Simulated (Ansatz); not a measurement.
Consider the redistribution: `[Cl][GeH]([Cl])[Cl]` + `[SiH3][SnH2][SH]` → `[SH][GeH]([Cl])[Cl]` + `[SiH3][SnH2][Cl]`.

Computed with Ansatz on PBE0-D4/def2-TZVP structures; ΔE is electronic, products minus reactants. CCSD(T)/CBS adds triple-zeta CCSD(T) − MP2 to the extrapolated MP2 energy (def2 sets, frozen cores). Functionals use def2-TZVPP. HSE06 is defined as in plane-wave codes. Elements past krypton have def2 core potentials. For Ge, Sn outer-core shells are correlated without core-valence functions, which leaves a few kJ/mol of doubt a bond. Scalar relativity is left out up to krypton. Each species was taken in one conformer, which may not be the lowest.

(1) Is it downhill or uphill in electronic energy at CCSD(T)/CBS, and by how much? (Best estimate.)

(2) What do these levels give: HSE06-D4, B2PLYP, HSE06, CCSD/def2-SVP, MP2/def2-TZVPP, SCS-MP2/def2-QZVPP? (An estimate is asked.)

Largest T1 diagnostic among the species: 0.013.

## Answers

(1) Computed: Downhill: ΔE = -10.9 kJ/mol.

(2) The calculation gave: HSE06-D4 -10.3, B2PLYP -10.6, HSE06 -10.2, CCSD/def2-SVP -6.5, MP2/def2-TZVPP -7.6, SCS-MP2/def2-QZVPP -10.3 kJ/mol.

At CCSD(T), def2-SVP lies +4.9 kJ/mol from the extrapolated value and def2-TZVPP +2.8 kJ/mol. In def2-TZVPP, CCSD(T) changes the Hartree–Fock value by +4.7 kJ/mol (the triples alone add +0.7 kJ/mol) and MP2 by +5.3 kJ/mol.
